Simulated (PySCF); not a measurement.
Ranking problems on computed properties.

All species are isolated and taken at one optimised geometry, non-relativistic unless stated. Electronic properties by PySCF.

Dipoles, sizes and rotational constants follow the conformer. The torsions of the flexible species, by atom-mapped SMILES:
- `[CH3:1][CH2:2][Si@@H:3]1[CH:4]=[CH:5][CH:6]=[C:7]1[F:8]`: C1–C2–Si3–C4 -75°
- `[CH2:1]=[CH:2][C+:3]([CH3:4])[CH:5]([CH3:6])[CH3:7]`: C1–C2–C3–C4 10°, C2–C3–C5–C6 -79°
- `[CH3:1][O:2][C@H:3]([CH3:4])[S:5][S:6][CH3:7]`: C1–O2–C3–C4 -170°, O2–C3–S5–S6 63°, C3–S5–S6–C7 98°
- `[CH2:1]=[CH:2][C:3](=[O:4])[SiH2:5][F:6]`: C1–C2–C3–O4 -175°, C2–C3–Si5–F6 48°
- `[CH3:1][O:2][CH2:3][C:4](=[O:5])[F:6]`: C1–O2–C3–C4 71°, O2–C3–C4–O5 -4°
- `[CH2:1]=[N:2][c:3]1[cH:4][s:5][cH:6][c:7]1[CH3:8]`: C1–N2–C3–C4 36°

The conformers of `C1C[C@H]2CC[C@@H]1N2` and `C#C[C@@H]1C[SiH2][C@H](F)C1` aren't listed.

**Question.** Rank by static isotropic polarisability, highest first (B3LYP/def2-SVPD at GFN2-xTB geometries).
A. `CO[C@H](C)SSC`
B. `C=C=S`
C. `CN=C1CC(C)C1`
D. `CC[Si@@H]1C=CC=C1F`
E. `C=C[C+](C)C(C)C`
F. `C1C[C@H]2CC[C@@H]1N2`

**Answer.** A (99.4 au), D (94.6 au), E (84.8 au), C (79.9 au), F (72.7 au), B (47.3 au).

**Question.** Rank by HOMO energy, highest first (B3LYP/def2-SVPD at GFN2-xTB geometries).
A. `C=CC(=O)[SiH2]F`
B. `COCC(=O)F`
C. `C#C[C@@H]1C[SiH2][C@H](F)C1`
D. `CO[C@H](C)SSC`
E. `C=C[C+](C)C(C)C`

**Answer.** D (-6.34 eV), A (-7.08 eV), C (-7.59 eV), B (-7.99 eV), E (-13.43 eV).

**Question.** Give the two extremes of that set in hartree.

**Answer.** `C=C[C+](C)C(C)C`: -0.494 Eh; `CO[C@H](C)SSC`: -0.233 Eh.

**Question.** Rank by lowest triplet excitation (Tamm–Dancoff), lowest first (TDA B3LYP/def2-SVPD at GFN2-xTB geometries).
A. `C#C[C@@H]1C[SiH2][C@H](F)C1`
B. `CO[C@H](C)SSC`
C. `C=C[C+](C)C(C)C`
D. `C=C=S`
E. `C=CC(=O)[SiH2]F`

**Answer.** D (2.26 eV), E (2.38 eV), C (2.86 eV), B (4.07 eV), A (5.50 eV).

**Question.** Rank by HOMO–LUMO gap, lowest first (B3LYP/def2-SVPD at GFN2-xTB geometries).
A. `CO[C@H](C)SSC`
B. `C=CC(=O)[SiH2]F`
C. `C1C[C@H]2CC[C@@H]1N2`
D. `CN=C1CC(C)C1`
E. `C#C[C@@H]1C[SiH2][C@H](F)C1`

**Answer.** B (4.50 eV), A (5.78 eV), D (6.33 eV), C (6.80 eV), E (7.48 eV).

**Question.** By how much do the two ends of that ranking differ?

**Answer.** By 2.98 eV, between `C#C[C@@H]1C[SiH2][C@H](F)C1` and `C=CC(=O)[SiH2]F`.

**Question.** Rank by dipole moment, lowest first (B3LYP/def2-SVPD at GFN2-xTB geometries).
A. `CN=C1CC(C)C1`
B. `CO[C@H](C)SSC`
C. `c1(cscc1N=C)C`
D. `C=C=S`

**Answer.** C (0.96 D), D (1.18 D), B (1.48 D), A (1.90 D).

**Question.** By how much do the two ends of that ranking differ?

**Answer.** By 0.94 D, between `CN=C1CC(C)C1` and `C=Nc1cscc1C`.

**Question.** Rank by lowest singlet excitation, lowest first (TDDFT B3LYP/def2-SVPD at GFN2-xTB geometries).
A. `CO[C@H](C)SSC`
B. `C=C=S`
C. `C=NC1=CSC=C1C`
D. `C=CC(=O)[SiH2]F`

**Answer.** B (2.59 eV), D (2.94 eV), C (4.06 eV), A (4.63 eV).

**Question.** Give the two extremes of that set as wavelengths.

**Answer.** `C=C=S`: 479 nm; `CO[C@H](C)SSC`: 268 nm.
